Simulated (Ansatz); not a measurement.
Total energies of the cluster Sn₃S₃ (the lowest singlet isomer of a short search) from Ansatz at PBE-D4/def2-TZVP, gas phase (1 Eh = 27.2114 eV = 2625.5 kJ/mol). The reference geometry is relaxed at r2SCAN-D4/def2-SVP.

```
atom    x (Å)    y (Å)    z (Å)
 Sn1  -0.3327  -0.5367  -1.6471
 Sn2  -1.6857   1.6998   0.8934
 Sn3   1.2737  -0.4120   1.1486
  S4  -1.4434  -0.7832   0.8638
  S5   0.4755   1.7587  -0.3516
  S6   1.7125  -1.7265  -0.9070
```

```json
{"state": "charge 0 singlet", "geometry": "reference", "energy (Eh)": "-1837.30436"}
{"state": "charge 1 doublet", "geometry": "reference", "energy (Eh)": "-1837.02301"}
{"state": "charge 0 triplet", "geometry": "relaxed at r2SCAN-D4/def2-SVP", "energy (Eh)": "-1837.25086"}
{"state": "charge 0 quintet", "geometry": "relaxed at r2SCAN-D4/def2-SVP", "energy (Eh)": "-1837.15362"}
{"state": "free Sn atom (triplet)", "geometry": "–", "energy (Eh)": "-214.24935"}
{"state": "free S atom (triplet)", "geometry": "–", "energy (Eh)": "-397.93833"}
```

In the def2 sets Sn takes a core potential; there is no spin–orbit coupling.

Q: Work out the vertical ionisation energy to the doublet.

A: E(charge 1 doublet) − E(charge 0 singlet) = -1837.02301 − (-1837.30436) = 0.28135 Eh = 7.66 eV. For comparison, −ε of the highest occupied level is 5.42 eV at this level, 2.24 eV less.

Q: Which of the charge 0 states is lowest, and how far above it are the others?

A: The singlet. triplet: -1837.25086 − (-1837.30436) = 0.05350 Eh = 140.5 kJ/mol; quintet: -1837.15362 − (-1837.30436) = 0.15074 Eh = 395.8 kJ/mol. The quintet differs in its bonds from the reference.

Q: What is the binding energy per atom against free atoms?

A: Atoms: 3 × (-214.24935) + 3 × (-397.93833) = -1836.56304 Eh. Binding: -1836.56304 − (-1837.30436) = 0.74132 Eh = 20.17 eV, or 3.36 eV for each of 6 atoms (no zero-point energy, no counterpoise term).

The structure comes from a short search, and lower isomers may exist.
